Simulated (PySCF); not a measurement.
## M06 on Fe (iron, neutral)

Configuration: [Ar] 3d6 4s2, high-spin 5D determinant. Calculation: PySCF 2.14, in aug-cc-pVTZ (8s7p5d3f2g, 93 functions); the non-relativistic Hamiltonian (point nucleus).

```json
{
  "Total energy": "-1263.639 hartree",
  "One-electron energy": "-1744.451 hartree",
  "Hartree (Coulomb) energy": "536.353 hartree",
  "Exchange-correlation energy": "-55.541 hartree",
  "Kinetic energy": "1262.29822 hartree",
  "⟨S²⟩": "6.0137",
  "⟨L²⟩": "6.260",
  "Sum of ⟨r⟩": "21.57 bohr",
  "Sum of ⟨r²⟩": "38.25 bohr²",
  "Traceless quadrupole moment −½Σ⟨3z² − r²⟩ along its main axis": "-0.110 e·bohr²",
  "Density at the nucleus (Gaussians lack the cusp)": "11800 bohr⁻³",
  "Spin density at the nucleus": "1.51 bohr⁻³",
  "Langevin diamagnetic susceptibility": "-30.3 ×10⁻⁶ cm³/mol"
}
```

| shell | electrons | mean orbital energy (eV) | spread (eV) | rms radius, mean of both spins (bohr) |
| --- | --- | --- | --- | --- |
| 1s α | 1 | -6977.1 | 0 | 0.0685 |
| 1s β | 1 | -6977.1 | 0 | 0.0685 |
| 2s α | 1 | -825.53 | 0 | 0.292 |
| 2s β | 1 | -823.96 | 0 | 0.292 |
| 2p α | 3 | -710.55 | 0.772 | 0.262 |
| 2p β | 3 | -709.02 | 0.388 | 0.262 |
| 3s α | 1 | -100.44 | 0 | 0.878 |
| 3s β | 1 | -94.634 | 0 | 0.878 |
| 3p α | 3 | -66.264 | 1.481 | 0.937 |
| 3p β | 3 | -60.209 | 0.678 | 0.937 |
| 3d α | 5 | -11.499 | 1.524 | 1.30 |
| 3d β | 1 | -7.092 | 0 | 1.30 |
| 4s α | 1 | -6.331 | 0 | 3.22 |
| 4s β | 1 | -5.590 | 0 | 3.22 |
